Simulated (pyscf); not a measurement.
Structures and frequencies: ωB97X-D3(BJ)/def2-SVP in PySCF.

Q: How much does it cost (ΔH, 298 K, ωB97M-D3(BJ)/def2-TZVP) to split `[NH2][Al]([Cl])[O][SiH3]` at its Al–O bond into [H₂N–Al–Cl]• + •O–SiH₃?

A: Al–O to [H₂N–Al–Cl]• + •O–SiH₃: 5.85 eV. The 7 functionals that were run give +5.39 (PBE) to +5.85 eV (ωB97M-D3(BJ)/def2-TZVP). The radicals are drawn with the spin at the cut bond; how far it spreads was not checked. •O–SiH₃ lies 1.08 eV over its isomer HO–SiH₂• (electronic energy, ωB97M-D3(BJ)/def2-TZVP). Other isomers of [H₂N–Al–Cl]• were not searched in full and may lie lower.
